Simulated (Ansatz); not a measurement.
Program: Ansatz. Geometries: PBE0-D4/def2-TZVP. ΔE: electronic, gas phase. CCSD(T)/CBS adds triple-zeta CCSD(T) − MP2 to the extrapolated MP2 energy (def2 sets, frozen cores). DFT in def2-TZVPP. B3LYP here is the variant with VWN-RPA as its local correlation; programs differ in this. For Se outer-core shells are correlated without core-valence functions, which leaves a few kJ/mol of doubt a bond. Scalar relativity is left out up to krypton. One conformer a species, not always the lowest.

Consider the isomerisation: `FC([SiH3])[SeH]` → `C[SiH](F)[SeH]`.

```tsv
level	ΔE (kJ/mol)	difference from CCSD(T)/CBS
r2SCAN-D4	-356.8	4.2
PBE0-D4	-350.9	10.1
B3LYP-D4	-347.9	13.1
ωB97X-V	-348.5	12.5
ωB97M-V	-354.8	6.2
B2PLYP	-356.2	4.8
PBE	-337.6	23.4
r2SCAN	-356.9	4.1
HF/def2-TZVPP	-367.1	-6.1
SCS-MP2/def2-TZVPP	-358.6	2.4
CCSD/def2-TZVPP	-356.8	4.2
CCSD(T)/def2-TZVPP	-353.2	7.8
MP2/def2-QZVPP	-372.8	-11.8
SCS-MP2/def2-QZVPP	-363.9	-2.9
HF/CBS(def2)	-369.2	-8.2
MP2/CBS(def2)	-375.5	-14.5
CCSD(T)/CBS	-361.0	0
```

Largest T1 diagnostic among the species: 0.011.

From PBE to PBE0 (25 % exact exchange), in def2-TZVPP and without D4, ΔE moves by −13.7 kJ/mol.
